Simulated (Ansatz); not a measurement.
**Redistribution: SnH3(SH) + Sn(SH)4 → SnH2(SH)2 + SnH(SH)3**

Species: SnH3(SH), singlet; Sn(SH)4, singlet; SnH2(SH)2, singlet; SnH(SH)3, singlet. The partners trade H for SH; both sit on Sn, so the bond types are kept.

Shapes, held fixed at every level: PBE0-D4/def2-TZVP. Flexible molecules stand in one conformer, not always the lowest. Programs: Ansatz 0.2.0. Electronic energies: no zero-point or thermal term.

| level | kind | ΔE (kJ/mol) | less CCSD(T)/def2-TZVPP |
| --- | --- | --- | --- |
| HF/def2-SVP | Hartree–Fock | +0.6 | -5.3 |
| SPW92/def2-TZVPP | LDA | +2.8 | -3.1 |
| r2SCAN-D4/def2-TZVPP | meta-GGA | +4.6 | -1.3 |
| B3LYP-D4/def2-TZVPP | global hybrid | +6.6 | +0.7 |
| PBE0-D4/def2-TZVPP | global hybrid | +4.5 | -1.4 |
| MP2/def2-SVP | perturbation theory | +6.9 | +1.0 |
| CCSD/def2-SVP | coupled cluster or CI | +4.9 | -1.0 |
| CCSD(T)/def2-TZVPP | coupled cluster or CI | +5.9 | 0.0 |

The highest level, CCSD(T)/def2-TZVPP, gives ΔE = +5.9 kJ/mol; the levels span +0.6 to +6.9. The column of differences is taken from that level and isn't an error. No measured value is set beside it here. For atoms past krypton def2 sets carry core potentials with scalar relativity. Outer-core shells of Sn are correlated in most correlated rows, in sets that cover them unevenly.
